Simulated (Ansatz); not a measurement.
What each rung costs, and what it gives

The pair of K⁺ (SMILES [K+], atom 1) and AsH3 (SMILES [AsH3], atoms 2–5), both closed shells, in one local arrangement (a lower one may exist), relaxed at PBE0-D4/def2-TZVP:

| atom | x (Å) | y (Å) | z (Å) |
| --- | --- | --- | --- |
| K1 | 0.0683 | 0.0323 | -3.2109 |
| As2 | -0.0044 | -0.0025 | 0.2183 |
| H3 | 1.2165 | -0.3814 | 1.0207 |
| H4 | -0.3187 | 1.2479 | 1.0031 |
| H5 | -0.9616 | -0.8963 | 0.9688 |

Interaction energies are counterpoise-corrected; the time is that of the whole pair.

Ansatz 0.2.0; basis: as named in each row; cores frozen in the correlated methods. Filled d shells of the heavier atoms are correlated. The outer core shell of Li, Na, Mg and K is correlated. The def2 sets are not built for correlating such inner shells, so the correlated values are less sure here. B3LYP uses VWN-RPA correlation. Extrapolation: Hartree–Fock as exp(−7.88 √X), correlation as X^−2.97.

Times are rough, for one single point on 2 threads of a shared host (Arm Neoverse N1).

The estimate by CCSD(T) at an estimated basis limit (MP2 extrapolated from triple and quadruple zeta, plus CCSD(T) − MP2 in triple zeta) is -0.446 eV.

```json
{"method": "HF", "basis": "STO-3G", "time (s)": "under 1", "interaction energy (eV)": "-0.621", "method less estimate": "-0.176"}
{"method": "PBE-D4", "basis": "STO-3G", "time (s)": "under 1", "interaction energy (eV)": "-0.892", "method less estimate": "-0.446"}
{"method": "SPW92", "basis": "def2-SVP", "time (s)": "under 1", "interaction energy (eV)": "-0.549", "method less estimate": "-0.103"}
{"method": "PBE-D4", "basis": "def2-SVP", "time (s)": "1", "interaction energy (eV)": "-0.487", "method less estimate": "-0.041"}
{"method": "PBE0-D4", "basis": "def2-SVP", "time (s)": "2", "interaction energy (eV)": "-0.481", "method less estimate": "-0.035"}
{"method": "B3LYP-D4", "basis": "6-31G", "time (s)": "2", "interaction energy (eV)": "-0.566", "method less estimate": "-0.120"}
{"method": "CCSD(T)", "basis": "def2-SVP", "time (s)": "2", "interaction energy (eV)": "-0.398", "method less estimate": "0.048"}
{"method": "PBE-D4", "basis": "def2-TZVPPD", "time (s)": "3", "interaction energy (eV)": "-0.472", "method less estimate": "-0.026"}
{"method": "revPBE-D4", "basis": "def2-TZVPPD", "time (s)": "3", "interaction energy (eV)": "-0.434", "method less estimate": "0.012"}
{"method": "BLYP-D4", "basis": "def2-TZVPPD", "time (s)": "4", "interaction energy (eV)": "-0.435", "method less estimate": "0.011"}
{"method": "PBE0-D4", "basis": "def2-TZVPPD", "time (s)": "4", "interaction energy (eV)": "-0.473", "method less estimate": "-0.027"}
{"method": "B3LYP-D4", "basis": "def2-TZVPPD", "time (s)": "4", "interaction energy (eV)": "-0.450", "method less estimate": "-0.005"}
{"method": "HSE06-D4", "basis": "def2-TZVPPD", "time (s)": "4", "interaction energy (eV)": "-0.474", "method less estimate": "-0.028"}
{"method": "r2SCAN-D4", "basis": "def2-TZVPPD", "time (s)": "6", "interaction energy (eV)": "-0.437", "method less estimate": "0.009"}
{"method": "B2PLYP", "basis": "def2-TZVPPD", "time (s)": "6", "interaction energy (eV)": "-0.422", "method less estimate": "0.024"}
{"method": "wB97M-V", "basis": "def2-SVP", "time (s)": "10", "interaction energy (eV)": "-0.459", "method less estimate": "-0.014"}
{"method": "MP2", "basis": "def2-QZVPPD", "time (s)": "13", "interaction energy (eV)": "-0.446", "method less estimate": "0.000"}
{"method": "wB97X-V", "basis": "def2-TZVPPD", "time (s)": "13", "interaction energy (eV)": "-0.463", "method less estimate": "-0.018"}
{"method": "B97M-V", "basis": "def2-TZVPPD", "time (s)": "15", "interaction energy (eV)": "-0.431", "method less estimate": "0.015"}
{"method": "wB97M-V", "basis": "def2-TZVPPD", "time (s)": "15", "interaction energy (eV)": "-0.443", "method less estimate": "0.003"}
{"method": "CCSD(T)", "basis": "def2-TZVPPD", "time (s)": "29", "interaction energy (eV)": "-0.418", "method less estimate": "0.028"}
```

T1 diagnostic: at most 0.012.
